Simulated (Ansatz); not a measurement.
Reaction (redistribution): `[CH3][In]([F])[SH]` + `CCB(S)Br` → `[CH3][In]([SH])[Br]` + `CCB(F)S`

Gas-phase electronic energies from Ansatz, PBE0-D4/def2-TZVP geometries. CBS: MP2 limit from def2 TZ/QZ plus the TZ coupled-cluster correction, frozen cores. Functionals use def2-TZVPP. Elements past krypton have def2 core potentials. For Br, In outer-core shells are correlated without core-valence functions, which leaves a few kJ/mol of doubt a bond. Scalar relativity is left out up to krypton. One conformer a species, not always the lowest.

```csv
species,BHLYP-D4 energy (Eh)
`[CH3][In]([F])[SH]`,-728.68938
`CCB(S)Br`,-3077.08596
`[CH3][In]([SH])[Br]`,-3203.01653
`CCB(F)S`,-602.81276
```

Work out ΔE.

ΔE = (-3203.01653) + (-602.81276) − (-728.68938) − (-3077.08596) = -0.05395 Eh = -141.6 kJ/mol. CCSD(T)/CBS gives -122.6 kJ/mol.

Largest T1 diagnostic among the species: 0.014.

From r2SCAN to r2SCAN0 (25 % exact exchange), in def2-TZVPP and without D4, ΔE moves by −8.2 kJ/mol. Leaving LDA and LC-ωPBE aside and taking each functional with its dispersion term where it has one, the values, not all of them listed here, spread over 29.8 kJ/mol, from BHLYP-D4 to revPBE-D4. LDA lies −4.8 kJ/mol from PBE without D4. At CCSD(T), def2-SVP lies −17.6 kJ/mol from the extrapolated value and def2-TZVPP −5.3 kJ/mol.
